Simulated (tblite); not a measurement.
Compound: C6H6FO (charge -1).
Numbering: `[O-:1][C:2]1=[C:3]([F:4])[C@@H:5]2[CH2:6][CH2:7][C@H:8]12` (hydrogens: H9 on C5; H10, H11 on C6; H12, H13 on C7; H14 on C8)

Method: GFN2-xTB as coded in tblite; computed harmonic values from a numerical Hessian at the method's own geometry, unscaled. The method is semi-empirical: single wavenumbers can be off by several per cent or more.

Harmonic wavenumbers (cm⁻¹): 119.1, 160.6, 223.0, 272.5, 393.2, 464.3, 573.8, 625.4, 718.0, 794.6, 819.2, 844.4, 923.5, 961.9, 997.6, 1022.3, 1030.0, 1080.3, 1108.7, 1146.4, 1176.9, 1196.6, 1204.7, 1230.6, 1241.3, 1272.7, 1296.2, 1470.2, 1489.6, 1829.8, 2869.3, 2920.4, 2937.8, 2949.7, 2976.6, 2986.0.

A = 2938, B = 2175, C = 1437 MHz; mass 113.040 u (most abundant isotopes); point group C1, symmetry number 1.

Zero-point energy?

Half the sum of the wavenumbers: 22664 cm⁻¹ = 64.80 kcal/mol.

Entropy at 400 K, 1 bar (ideal gas, RRHO, classical rotation)?

Translation 41.57, rotation 28.83, vibration 20.46: S = 90.9 cal/(mol K).

And Cp and H(400 K) − H(0)?

Cp = 35.45 cal/(mol K), of which vibrations give 27.50 (their classical limit is 36 R = 71.5); H(400 K) − H(0) = 8.01 kcal/mol without the zero-point energy, 4.83 from vibrations.

Which modes carry the vibrational entropy at 400 K?

119.1 cm⁻¹: 3.69; 160.6 cm⁻¹: 3.11; 223.0 cm⁻¹: 2.48; 272.5 cm⁻¹: 2.10; 393.2 cm⁻¹: 1.46; 464.3 cm⁻¹: 1.18 cal/(mol K); the other 30 give 6.45 together.

How do the functions run with temperature in this model?

```csv
T (K),S (cal/(mol K)),Cp (cal/(mol K)),H − H(0) (kcal/mol),G − H(0) (kcal/mol),ln q(vib)
50,54.3,9.4,0.41,-2.30,0.04
100,61.9,12.7,0.97,-5.22,0.37
298.15,81.7,27.1,4.82,-19.54,2.73
373.15,88.5,33.3,7.09,-25.92,3.81
500,99.5,42.4,11.92,-37.85,5.78
750,119.2,54.4,24.15,-65.27,9.85
1000,136.0,61.7,38.74,-97.22,13.83
```

q(vib) and H(0) count from the zero-point level.

What must be added to the electronic energy to get the Gibbs energy at 400 K and 1 bar?

ZPE + [H(400 K) − H(0)] − T·S = 64.80 + 8.01 − 36.34 = 36.47 kcal/mol.

Blend soft modes into free rotors: weight 1/[1 + (100 cm⁻¹/ν̃)⁴] for the oscillator and the rest for a rotor with moment μB/(μ + B), μ = h/(8π²ν), B = 10⁻⁴⁴ kg m². What vibrational entropy results?

20.17 cal/(mol K) in place of 20.46, which changes −T·S at 400 K by +0.12 kcal/mol.

Hindered rotation and anharmonicity are outside this model. The structure is chiral; the term R ln 2 for an equal mix with its mirror image is left out.
